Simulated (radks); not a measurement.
The numbers below are computed, except where a source is named.
Numerical settings for the potassium ion K3+, [Ne] 3s2 3p4. Level of theory: Dirac Kohn-Sham, PBE, spin-unpolarised, spherical densities, finite nucleus; open shells fill j = l - 1/2 first; Fermi nuclear charge, rms radius 3.4349 fm (a radial shooting solver on a logarithmic mesh with Libxc functionals). The defaults (mesh step 0.008 in ln r, mesh end at 40 bohr or more with all orbitals vanishing there, Anderson mixing 0.5 over 9 steps, residual threshold near 1e-9 with the energy settled to 1e-9 hartree or 1e-11 of itself, here a cap of 74 iterations) give E = -599.0416 hartree and 3p3/2 at -54.649 eV in 14 iterations. Run on one thread of a shared host, so times are rough (Arm Neoverse N1): 0.08 s of CPU time, 0.08 s wall, 14 iterations on 2189 mesh points. Changes against that run (0 stands for a change within the tolerance of the run):

| setting | iterations | converged | E (mhartree) | e(3p3/2) (meV) | CPU (s) |
|---|---|---|---|---|---|
| mesh step in ln r 0.03 | 14 | yes | 0 | 0 | 0.03 |
| mesh step in ln r 0.02 | 14 | yes | 0 | 0 | 0.05 |
| mesh step in ln r 0.05 | 14 | yes | -0.00339 | -0.00925 | 0.03 |
| mesh end (bohr) 20 | 14 | yes | 0 | 0 | 0.08 |
| mesh end (bohr) 1 | 13 | level above zero | +5.6e+04 | +3.11e+05 | 0.05 |
| residual threshold 0.01 | 8 | yes | 0 | -0.691 | 0.06 |
| residual threshold 1e-05 | 9 | yes | 0 | +0.0481 | 0.06 |
| mixing 1.5 | 13 | yes | 0 | 0 | 0.08 |
| linear mixing, mixing 0.2 | 74 | no | 0 | 0 | 0.31 |
| linear mixing, mixing 0.5 | 30 | yes | 0 | 0 | 0.14 |
| mixing history 3 | 15 | yes | 0 | 0 | 0.09 |
| iteration cap 8 | 8 | no | 0 | +0.0481 | 0.05 |

Settled on a wrong energy, with an occupied level pushed above zero by the early mesh end: mesh end (bohr) 1 (+56 hartree). Apart from these: no run marked as converged misses the energy by more than 1 mhartree. A mesh that ends early acts as a hard wall.
